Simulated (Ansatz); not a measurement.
One geometry of BGaH4 (`[BH2][GaH2]`), several functionals.

```yaml
crystal:
  periodic: [false, false, false]
  atoms:
    - {symbol: B, position_ang: [0.054211, -1.108880, 0.023878]}
    - {symbol: Ga, position_ang: [-0.034891, 0.952922, -0.036773]}
    - {symbol: H, position_ang: [-0.697745, -1.759725, 0.692887]}
    - {symbol: H, position_ang: [0.861265, -1.732034, -0.606084]}
    - {symbol: H, position_ang: [-0.921566, 1.727156, -1.084048]}
    - {symbol: H, position_ang: [0.780725, 1.856462, 0.964042]}
basis:
  gaussian: {orbitals: def2-TZVPP}
hamiltonian: {xc: {name: BHLYP}, dispersion: d4}
output: {orbitals: {seedname: orbitals}}
```

```sh
$ ansatz run in.yaml --threads 2 --pin off --events-out ev --progress --plain --max-ram 4352MiB
```

It prints (some lines left out):

```
Functional definition: BHLYP
  name "BHLYP"
  cite "Becke, J. Chem. Phys. 98, 1372 (1993) doi:10.1063/1.464304"
  cite "Becke, Phys. Rev. A 38, 3098 (1988) doi:10.1103/PhysRevA.38.3098"
  cite "Lee, Yang & Parr, Phys. Rev. B 37, 785 (1988) doi:10.1103/PhysRevB.37.785"
  parameter a = 0.5
  exchange = (1 - a)*b88_x + a*exact_x
  correlation = lyp_c
898 factors; their error is unknown
mean field evaluation 1: about -53115.6499 eV, gradient 2.0e1 eV
mean field evaluation 2: about -53116.1558 eV, gradient 1.7e1 eV
mean field evaluation 4: about -53116.4849 eV, gradient 6.4e-1 eV
mean field evaluation 8: about -53116.8712 eV, gradient 2.7e-3 eV
mean field -53116.87119294 eV, -1952.0090124320 hartree, gradient 1.2e-5 eV, S^2 0.000000; 0 other end points of the search recorded, 0 dependent functions left out
reference -53116.87136582 eV, -1952.0090187853 hartree; 20, 20 occupied and 115, 115 virtual orbitals, 898 factors
Total energy: -53116.97372349 eV, -1952.0127803602 hartree
```

Hardware: 2 threads of an Arm Neoverse V1 on a shared host. Wall time 1.4 s, peak host memory 0.21 GiB.

With the line `hamiltonian: {xc: lda}` (abridged; 0.7 s):

```
Functional definition: SPW92
mean field evaluation 16: about -53026.2970 eV, gradient 7.7e-5 eV
mean field -53026.29699284 eV, -1948.6804719719 hartree, gradient 7.7e-5 eV, S^2 0.000000
Total energy: -53026.29703339 eV, -1948.6804734621 hartree
```

Changing it to `hamiltonian: {xc: {name: CAM-B3LYP}, dispersion: d4}` (abridged; 1.6 s):

```
Functional definition: CAM-B3LYP
mean field -53120.58815888 eV, -1952.1456084110 hartree, gradient 7.2e-5 eV, S^2 0.000000
Total energy: -53120.65272420 eV, -1952.1479811425 hartree
```

The same input with `hamiltonian: {xc: pbe, dispersion: d4}` and forces (abridged; 1.4 s):

```
Functional definition: PBE
mean field evaluation 16: about -53108.4057 eV, gradient 1.3e-5 eV
mean field -53108.40571983 eV, -1951.6979120335 hartree, gradient 1.3e-5 eV, S^2 0.000000
Total energy: -53108.48092619 eV, -1951.7006758161 hartree
Atom 0 force    -0.009477     0.193283    -0.005542 eV/Å
Atom 1 force     0.010836    -0.213072     0.007665 eV/Å
Atom 2 force    -0.085719    -0.062367     0.075017 eV/Å
Atom 3 force     0.091122    -0.058418    -0.071976 eV/Å
Atom 4 force    -0.042322     0.067027    -0.049255 eV/Å
Atom 5 force     0.035559     0.073547     0.044091 eV/Å
Dipole moment:     0.003446    -0.087879     0.002007 e Å
```

With the line `hamiltonian: {xc: {name: wB97M-V}}` and forces (abridged; 6 s):

```
Functional definition: wB97M-V
mean field -53114.26034188 eV, -1951.9130654253 hartree, gradient 3.2e-5 eV, S^2 0.000000
Total energy: -53114.26039344 eV, -1951.9130673201 hartree
Atom 0 force     0.005486    -0.156644     0.005021 eV/Å
Atom 1 force    -0.003435     0.131958    -0.001520 eV/Å
Atom 2 force     0.112662     0.094859    -0.100540 eV/Å
Atom 3 force    -0.120603     0.091634     0.094074 eV/Å
Atom 4 force     0.075067    -0.075894     0.088390 eV/Å
Atom 5 force    -0.069178    -0.085913    -0.085425 eV/Å
Dipole moment:     0.004636    -0.117240     0.002722 e Å
```

With the line `hamiltonian: {xc: pbe0, dispersion: d4}` (abridged; 1.4 s):

```
Functional definition: PBE0
mean field -53109.82070969 eV, -1951.7499119518 hartree, gradient 5.1e-5 eV, S^2 0.000000
Total energy: -53109.88375505 eV, -1951.7522288259 hartree
```
